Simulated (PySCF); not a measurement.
# Partial charges of `C=CCC#C[SiH2]CCl`

Species: C6H9ClSi.
Cartesian coordinates in Å at the GFN2-xTB level; atoms count from 1:
```
atom  x, y, z in Å
C1    -3.4247   -0.2896    0.8008
C2    -2.5930   -0.3810   -0.2184
C3    -1.7622    0.7614   -0.7302
C4    -0.3509    0.4289   -0.6956
C5     0.8159    0.1269   -0.6527
Si6    2.6136   -0.2841   -0.6216
C7     2.8497   -1.4427    0.8848
Cl8    4.5719   -1.9024    1.0173
H9    -3.5610    0.6322    1.3435
H10   -4.0097   -1.1292    1.1359
H11   -2.4631   -1.3153   -0.7483
H12   -2.0396    0.9789   -1.7680
H13   -1.9358    1.6579   -0.1288
H14    3.0001   -1.0070   -1.8355
H15    3.4136    0.9256   -0.4164
H16    2.2867   -2.3693    0.7975
H17    2.5815   -0.9672    1.8256
```

Density: PBE0/pcSseg-1 (PySCF); schemes: Mulliken, IAO, Hirshfeld and ESP-fitted. Isolated species at its GFN2-xTB geometry (one conformer only).

Problem. Do the Mulliken, IAO, Hirshfeld and ESP-fitted schemes agree on where the charge is highest?

Solution. All schemes agree: Mulliken Si6 (+0.705); IAO Si6 (+0.798); Hirshfeld Si6 (+0.350); ESP-fitted Si6 (+0.618).

Problem. For which atoms does the sign change between the 4 schemes (beyond +0.03 e in one, beyond −0.03 e in another)?

Solution. For none.

Problem. Do the Mulliken, IAO, Hirshfeld and ESP-fitted schemes agree on where the charge is lowest?

Solution. The schemes don't all agree: Mulliken C7 (-0.501); IAO C7 (-0.526); Hirshfeld C5 (-0.183); ESP-fitted C1 (-0.531).

Problem. What partial charge does each atom carry?

Solution. In e:

| atom | environment | Mulliken | IAO | Hirshfeld | ESP-fitted |
| --- | --- | --- | --- | --- | --- |
| C1 | terminal =CH2 carbon | -0.148 | -0.315 | -0.099 | -0.531 |
| C2 | alkene CH carbon | -0.231 | -0.122 | -0.032 | -0.011 |
| C3 | allylic carbon | -0.147 | -0.280 | -0.049 | -0.159 |
| C4 | alkyne carbon | +0.052 | +0.009 | -0.021 | +0.114 |
| C5 | alkyne carbon | -0.460 | -0.386 | -0.183 | -0.460 |
| Si6 | SiH2 silicon | +0.705 | +0.798 | +0.350 | +0.618 |
| C7 | sp3 C–Cl carbon | -0.501 | -0.526 | -0.124 | -0.450 |
| Cl8 | alkyl chlorine | -0.175 | -0.108 | -0.080 | -0.153 |
| H9 | vinylic hydrogen | +0.113 | +0.146 | +0.047 | +0.221 |
| H10 | vinylic hydrogen | +0.123 | +0.157 | +0.051 | +0.203 |
| H11 | vinylic hydrogen | +0.119 | +0.152 | +0.049 | +0.131 |
| H12 | methylene hydrogen | +0.170 | +0.177 | +0.064 | +0.117 |
| H13 | methylene hydrogen | +0.154 | +0.170 | +0.062 | +0.132 |
| H14 | Si–H hydrogen | -0.068 | -0.110 | -0.068 | -0.094 |
| H15 | Si–H hydrogen | -0.067 | -0.109 | -0.067 | -0.095 |
| H16 | methylene hydrogen | +0.181 | +0.174 | +0.049 | +0.205 |
| H17 | methylene hydrogen | +0.181 | +0.174 | +0.049 | +0.211 |

Mean size of the charges over all atoms: IAO 0.230 e, ESP-fitted 0.230 e, Mulliken 0.211 e, Hirshfeld 0.085 e. Each set sums to the total charge, 0, to within 0.001 e. The IAO scheme projects the occupied orbitals on a minimal set of polarised atomic orbitals and counts the electrons in each atom's part of it.

Problem. Sum the charges by element, for elements with more than one atom.

Solution. 
| element | atoms | Mulliken | IAO | Hirshfeld | ESP-fitted |
| --- | --- | --- | --- | --- | --- |
| C | 6 | -1.435 | -1.621 | -0.507 | -1.497 |
| H | 9 | +0.906 | +0.931 | +0.236 | +1.032 |

Problem. How closely do the schemes follow one another over all atoms?

Solution. Correlation coefficient and root-mean-square difference: Mulliken with IAO 0.97, 0.071 e; IAO with Hirshfeld 0.96, 0.189 e; IAO with ESP-fitted 0.95, 0.093 e; Mulliken with Hirshfeld 0.95, 0.168 e; Mulliken with ESP-fitted 0.91, 0.117 e; Hirshfeld with ESP-fitted 0.91, 0.187 e.

Problem. How many electrons does the ESP-fitted scheme count on Si6?

Solution. Z − q = 14 − (+0.618) = 13.382.

The run behind these numbers computed NMR shieldings as well. Hardware: one thread, Arm Neoverse N1 (aarch64), shared host. Cost: 58 s, 0.85 GiB resident at most.
